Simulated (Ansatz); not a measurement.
H2OZn, SMILES `[OH][ZnH]`. Total charge 0; spin multiplicity 1.

Cartesian coordinates in Å:
```
O -0.635 0.974 0.111
Zn 0.111 -0.635 0.067
H -0.137 1.707 -0.253
H 0.660 -2.046 0.076
```

**Question.** List the harmonic frequencies (cm⁻¹, unscaled) at PBE0-D4/def2-TZVP in Ansatz. (Best estimate.)

**Answer.** Ansatz gave: 471, 489, 667, 723, 1985, 3924.

**Question.** Is this a minimum?

**Answer.** Yes, all 6 modes are real.

**Question.** Give the ideal-gas thermochemistry at 298.15 K and 1 bar (rigid rotor, harmonic oscillator; point group Cs, symmetry number 1).

**Answer.** Zero-point energy 49.4 kJ/mol; H(298) − E = 61.2 kJ/mol; entropy 251.6 J/(mol·K), of which translation 164.0, rotation 79.0, vibration 8.6; G(298) − E = -13.8 kJ/mol.

**Question.** And at 400, 500, 600, 800 and 1000 K?

**Answer.** 
```json
{"T (K)": "400", "H − E (kJ/mol)": "66.7", "S (J/mol/K)": "267.4", "G − E (kJ/mol)": "-40.3"}
{"T (K)": "500", "H − E (kJ/mol)": "72.6", "S (J/mol/K)": "280.5", "G − E (kJ/mol)": "-67.7"}
{"T (K)": "600", "H − E (kJ/mol)": "78.8", "S (J/mol/K)": "291.8", "G − E (kJ/mol)": "-96.3"}
{"T (K)": "800", "H − E (kJ/mol)": "91.8", "S (J/mol/K)": "310.5", "G − E (kJ/mol)": "-156.6"}
{"T (K)": "1000", "H − E (kJ/mol)": "105.5", "S (J/mol/K)": "325.8", "G − E (kJ/mol)": "-220.3"}
```
